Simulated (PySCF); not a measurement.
A structure optimised at PBE-D3(BJ)/def2-TZVPD, used in a PySCF frequency run:

```xyz
2

H      0.0000     0.0000    -0.3759
H      0.0000     0.0000     0.3759
```
Charge 0, spin multiplicity 1.

Task: Write its SMILES, formula and point group.

Result: [H][H], H₂, D∞h

Task: What are its rotational constants (standard atomic weights)?

Result: 1774.5 GHz (linear rotor, B only)
